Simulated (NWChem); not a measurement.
System: GeH3OBr; SMILES [OH][GeH2][Br]

```xyz
6

Ge    -0.3658    -0.9201    -0.0002
O      1.1588    -1.8500    -0.0603
Br     0.0850     1.3825    -0.0066
H     -1.0991    -1.2755    -1.3024
H     -1.1522    -1.1903     1.3036
H      1.7110    -1.6774     0.7191
```
Atoms are numbered in this order, from 1.

Program: NWChem. Pople sets run with spherical d functions. Geometry: optimised at B3LYP/6-31G* (spherical d). Total energies compare along this basis series because the functional is fixed.

```tsv
level	basis functions	energy (Ha)	highest occupied level (eV)	orbital gap (eV)	dipole (D)
PBE/STO-3G	44	-4674.1579	-2.31	5.16	1.89
PBE/3-21G	59	-4704.5659	(withheld)	(withheld)	(withheld)
PBE/6-31G*	84	-4726.8555	-6.89	5.47	1.86
PBE/6-311G**	124	-4727.4112	-7.00	5.42	1.74
```

**Question.** Complete the blanks.

**Answer.** 
- PBE/3-21G, highest occupied level (eV): -6.62
- PBE/3-21G, orbital gap (eV): 5.62
- PBE/3-21G, dipole (D): 2.03
